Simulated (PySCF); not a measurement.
**EPR parameters of C2H10FN2Si2**

C2H10FN2Si2 (doublet state).
SMILES with atom numbers: `[CH3:1][NH:2][SiH:3][Si@:4]([CH3:5])([NH2:6])[F:7]` (hydrogens: H8, H9, H10 on C1; H11 on N2; H12 on Si3; H13, H14, H15 on C5; H16, H17 on N6)

Structure used (GFN2-xTB), in Å, numbered top down from 1:
```
atom  x, y, z in Å
C1     1.996    1.550   -1.985
N2     1.054    1.031   -1.030
Si3    1.372   -0.305    0.023
Si4   -0.570   -0.914    1.027
C5    -2.231   -1.381    0.214
N6    -0.951    0.311    2.182
F7    -0.125   -2.294    1.796
H8     2.625    0.735   -2.333
H9     2.644    2.324   -1.557
H10    1.471    1.978   -2.842
H11    0.423    1.747   -0.701
H12    2.037   -1.256   -0.891
H13   -2.963   -1.707    0.950
H14   -2.093   -2.195   -0.493
H15   -2.654   -0.542   -0.330
H16   -1.817    0.260    2.693
H17   -0.225    0.669    2.780
```

The hyperfine couplings belong to this conformer and change with its torsions.

Computed, not measured: UKS B3LYP, pcH-1 on C F H N Si, non-relativistic, mean-field spin-orbit, GIAO (PySCF). Geometry: GFN2-xTB, one conformer, isolated molecule. A GFN2-xTB geometry isn't a minimum of the functional, and hyperfine couplings can be far from their values at a DFT geometry, by a factor of two or more for some ions and for spin on atoms past the first row. Stability of the SCF solution: not tested.

```json
{"g1, g2, g3": "2.00189, 2.00294, 2.00427", "g_iso": "2.00303", "Form of g": "rhombic: the two nearest values differ by 44 % of g3 − g1", "⟨S²⟩": "0.7530 (exact 0.7500)", "α and β electrons": "37, 36", "HOMO–LUMO gap, α and β orbitals": "4.73, 4.76 eV"}
```

Isotropic coupling and dipolar principal values T1 to T3, in 10⁻⁴ cm⁻¹; ρ(0) is the spin density at the nucleus (1 × 10⁻⁴ cm⁻¹ = 2.998 MHz):

| atom | isotope | a_iso | of which spin–orbit | T1 | T2 | T3 | Mulliken spin population | ρ(0) (bohr⁻³) |
| --- | --- | --- | --- | --- | --- | --- | --- | --- |
| C1 | 13C | -2.0 | 0.0 | -0.4 | -0.1 | 0.5 | -0.01 | -0.0053 |
| N2 | 14N | 3.3 | 0.0 | -4.1 | -4.0 | 8.1 | 0.19 | 0.0306 |
| Si3 | 29Si | -116.8 | 0.3 | -42.2 | 20.8 | 21.4 | 0.70 | 0.3949 |
| Si4 | 29Si | -30.5 | 0.0 | -6.4 | 2.7 | 3.7 | 0.06 | 0.1031 |
| C5 | 13C | 8.2 | 0.0 | -0.9 | -0.8 | 1.7 | 0.02 | 0.0219 |
| N6 | 14N | -0.6 | 0.0 | -0.1 | 0.0 | 0.1 | 0.00 | -0.0053 |
| F7 | 19F | -1.5 | 0.0 | -3.4 | -2.0 | 5.4 | 0.00 | -0.0011 |
| H8 | 1H | 0.4 | 0.0 | -0.8 | -0.5 | 1.4 | 0.00 | 0.0003 |
| H9 | 1H | 7.9 | 0.0 | -0.8 | -0.5 | 1.3 | 0.02 | 0.0053 |
| H10 | 1H | 4.8 | 0.0 | -0.7 | -0.7 | 1.4 | 0.01 | 0.0032 |
| H11 | 1H | -5.2 | 0.0 | -4.5 | -1.4 | 5.9 | -0.01 | -0.0035 |
| H12 | 1H | 19.5 | 0.0 | -2.3 | 0.3 | 2.1 | 0.02 | 0.0131 |
| H13 | 1H | 4.0 | 0.0 | -0.6 | -0.1 | 0.7 | 0.01 | 0.0027 |
| H14 | 1H | -0.3 | 0.0 | -0.7 | -0.2 | 1.0 | 0.00 | -0.0002 |
| H15 | 1H | -0.7 | 0.0 | -0.7 | -0.2 | 0.8 | 0.00 | -0.0004 |
| H16 | 1H | -0.7 | 0.0 | -0.4 | -0.2 | 0.6 | 0.00 | -0.0005 |
| H17 | 1H | -0.1 | 0.0 | -0.7 | -0.4 | 1.1 | 0.00 | -0.0001 |

Largest spin populations (Mulliken): Si3 (+0.70), N2 (+0.19) and Si4 (+0.06). The angles at Si3 add up to 329.4°, so it is pyramidal.

Axes: g2 points within 15° of the C1–N2 bond.

Under fast tumbling the dipolar parts average out, and these isotropic splittings remain (the largest six): 1 × 1H (H12, I = 1/2, 2 lines) with 2.09 mT, 1 × 1H (H11, I = 1/2, 2 lines) with 0.56 mT, 3 × 1H (H8/H9/H10, I = 1/2, 4 lines) with 0.47 mT, 1 × 14N (N2, I = 1, 3 lines) with 0.35 mT, 1 × 19F (F7, I = 1/2, 2 lines) with 0.16 mT and 3 × 1H (H13/H14/H15, I = 1/2, 4 lines) with 0.11 mT.

Class means assume fast exchange of nuclei equivalent by connectivity; if that motion is slow, each nucleus keeps its own coupling. The three 1H nuclei of mean +13.1 MHz run from 1.3 to 23.6 MHz in the frozen geometry. The three 1H nuclei of mean +3.0 MHz run from -2.0 to 11.9 MHz in the frozen geometry.

The 13C coupling of C5 (24.7 MHz) shows only in satellite lines or after enrichment, since that isotope makes up about 1.07 % of natural carbon.

The 29Si coupling of Si3 (-350.2 MHz) shows only in satellite lines or after enrichment, since that isotope makes up about 4.7 % of natural silicon.
